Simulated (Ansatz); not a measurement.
Computed with Ansatz on PBE0-D4/def2-TZVP structures; ΔE is electronic, products minus reactants. CCSD(T)/CBS adds triple-zeta CCSD(T) − MP2 to the extrapolated MP2 energy (def2 sets, frozen cores). This one scheme is used for every species. Functionals use def2-TZVPP. B3LYP here is the variant with VWN-RPA as its local correlation; programs differ in this. For Ge outer-core shells are correlated without core-valence functions, which leaves a few kJ/mol of doubt a bond. Scalar relativity is left out up to krypton. Each species was taken in one conformer, which may not be the lowest.

Consider the redistribution: `[NH2][Ge]([OH])([F])[Cl]` + `C[Si]C` → `[CH3][Ge]([NH2])([OH])[Cl]` + `C[Si]F`.

```tsv
level	ΔE (kJ/mol)	difference from CCSD(T)/CBS
PBE0-D4	-103.7	7.3
B3LYP-D4	-109.2	1.8
ωB97X-V	-105.7	5.3
PBE	-104.0	7.0
r2SCAN	-102.5	8.5
B3LYP	-109.2	1.8
HF/def2-TZVPP	-101.8	9.2
CCSD/def2-TZVPP	-106.0	5.0
HF/def2-QZVPP	-102.0	9.0
MP2/CBS(def2)	-114.5	-3.5
CCSD(T)/CBS	-111.0	0
```

Largest T1 diagnostic among the species: 0.014.

In def2-TZVPP, CCSD(T) changes the Hartree–Fock value by −3.7 kJ/mol (the triples alone add +0.6 kJ/mol) and MP2 by −7.1 kJ/mol.

CCSD(T)/CBS has its own doubt, a few kJ/mol and more with outer-core shells, so smaller differences from it don't rank the levels.
